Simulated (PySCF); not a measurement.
Gas-phase reaction: 3 SnH3Cl ⇌ SnCl2 + 2 SnH4 + HCl

Energies from PySCF (xtb for GFN2), thermal terms from the rigid-rotor harmonic-oscillator model, ideal gas at 1 bar. † marks an energy on the PBE0/def2-TZVP geometry and frequencies; other levels use their own. All species are closed-shell singlets. Sn: scalar-relativistic def2 core potential, no spin-orbit coupling. SnH3Cl: computed as isolated molecules; such fragments, hydroxides, amides, oligomers or adducts are transient or little studied in the gas.

```csv
level,"ΔH°(298 K), kJ"
BLYP/def2-TZVP†,-5
GFN2-xTB,-101
HF/def2-TZVP†,64
M06-2X/def2-TZVP†,68
PBE/def2-TZVP†,21
PBE0/def2-QZVP†,[?]
PBE0/def2-TZVP,43
r2SCAN/def2-TZVP†,[?]
LDA/def2-TZVP†,[?]
ωB97M-V/def2-TZVP†,49
ωB97X-V/def2-TZVP†,[?]
```

Q: What belongs in the gaps?

A: 
- PBE0/def2-QZVP†, ΔH°(298 K), kJ: 41
- r2SCAN/def2-TZVP†, ΔH°(298 K), kJ: 45
- LDA/def2-TZVP†, ΔH°(298 K), kJ: 44
- ωB97X-V/def2-TZVP†, ΔH°(298 K), kJ: 61
